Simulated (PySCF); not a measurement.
Te(Br)(SeH) (BrHSeTe), SMILES [SeH][Te]Br.

The structure is a stationary point at PBE0-D3(BJ)/def2-SVP. The structure was generated by enumeration, and PubChem lists no compound with its InChIKey, so it may never have been made. The def2 effective core potentials stand for the cores of Te; spin–orbit coupling is left out. The values are those of a single conformer.

Calculation: TDA-PBE/def2-SVPD (PySCF).

Vertical excitations. Gas-phase values at a fixed geometry.

Q: Give excitation energies, oscillator strengths and character. (Estimate from the structure and the level; the computed values follow.)

A: 
| state | energy (eV) | λ (nm) | f | main pairs |
|---|---|---|---|---|
| S1 | 2.32 | 534 | 0.001 | HOMO→LUMO 100 % |
| S2 | 2.84 | 437 | 0.001 | HOMO→LUMO+1 99 % |
| S3 | 3.57 | 347 | 0.043 | HOMO−1→LUMO 85 % |
| S4 | 3.86 | 321 | 0.001 | HOMO−2→LUMO 58 %, HOMO−1→LUMO+1 41 % |
| S5 | 3.91 | 317 | 0.011 | HOMO−1→LUMO+1 57 %, HOMO−2→LUMO 41 % |
| S6 | 4.26 | 291 | 0.000 | HOMO−3→LUMO 96 % |
| S7 | 4.40 | 282 | 0.005 | HOMO→LUMO+2 89 % |
| S8 | 4.71 | 263 | 0.009 | HOMO−3→LUMO+1 93 % |
| S9 | 4.78 | 260 | 0.103 | HOMO−2→LUMO+1 63 % |
| S10 | 5.48 | 226 | 0.009 | HOMO−4→LUMO 67 %, HOMO−1→LUMO+2 18 % |
| T1 | 1.70 | 730 | 0 | HOMO→LUMO 100 % |
| T2 | 2.35 | 527 | 0 | HOMO→LUMO+1 100 % |
| T3 | 2.83 | 438 | 0 | HOMO−1→LUMO 100 % |
| T4 | 3.38 | 367 | 0 | HOMO−2→LUMO 84 %, HOMO−1→LUMO+1 15 % |
Triplets are in the Tamm–Dancoff approximation.
